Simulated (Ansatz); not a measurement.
Ansatz (a first-principles code) input (BLYP/def2-TZVPD):

Ansatz 0.2 input:
```yaml
crystal:
  periodic: [false, false, false]
  atoms:
    - {symbol: O, position_ang: [-0.18076609, 1.81452230, -0.69645918]}
    - {symbol: Si, position_ang: [-0.02871207, 0.49362996, 0.28003139]}
    - {symbol: Cl, position_ang: [1.70252366, -0.52665439, -0.07072162]}
    - {symbol: Cl, position_ang: [-1.59247781, -0.79978333, 0.07289911]}
    - {symbol: H, position_ang: [-0.02268187, 1.12244334, 1.61421658]}
basis:
  gaussian:
    orbitals: def2-TZVPD
hamiltonian:
  xc: {name: BLYP}
magnetization: {spin_polarized: true, initial_magnetization: 1}
output: {forces: true}
```

End of the output:

```
integrals: 0.12 GiB planned
1070 factors; their error is unknown
0.29 GiB of the device are held for the grids
0.99 GiB of device memory are held for the factors and their scratch space
mean field: 0.84 GiB planned
mean field evaluation 1: about -34973.5453 eV, gradient 5.8e1 eV
mean field evaluation 2: about -34701.0741 eV, gradient 1.4e2 eV
mean field evaluation 4: about -34986.4593 eV, gradient 2.5e1 eV
mean field evaluation 8: about -34989.4027 eV, gradient 8.6e-1 eV
mean field evaluation 16: about -34989.3937 eV, gradient 1.0e-3 eV
mean field evaluation 32: about -34989.1349 eV, gradient 3.7e0 eV
mean field evaluation 64: about -34989.3937 eV, gradient 2.0e-6 eV
mean field evaluation 96: about -34984.9369 eV, gradient 2.3e1 eV
mean field -34989.39367368 eV, -1285.8365008450 hartree, gradient 8.1e-6 eV, S^2 0.753021; 7 other end points of the search recorded, 0 dependent functions left out
the calculation of the forces begins
reference -34989.39405151 eV, -1285.8365147299 hartree; 29, 28 occupied and 155, 156 virtual orbitals, 1070 factors
Total energy: -34989.39405151 eV, -1285.8365147299 hartree
Atom 0 at    -0.180766     1.814522    -0.696459 Å, force    -0.011953     0.166311     0.042055 eV/Å
Atom 1 at    -0.028712     0.493630     0.280031 Å, force    -0.028734     0.178406    -0.319956 eV/Å
Atom 2 at     1.702524    -0.526654    -0.070722 Å, force     0.386581    -0.224211    -0.007062 eV/Å
Atom 3 at    -1.592478    -0.799783     0.072899 Å, force    -0.343621    -0.284739     0.024766 eV/Å
Atom 4 at    -0.022682     1.122443     1.614217 Å, force    -0.002272     0.164233     0.260196 eV/Å
Dipole moment:     0.019582    -0.099190     0.260636 e Å
```

It need not be the lowest isomer of its formula.
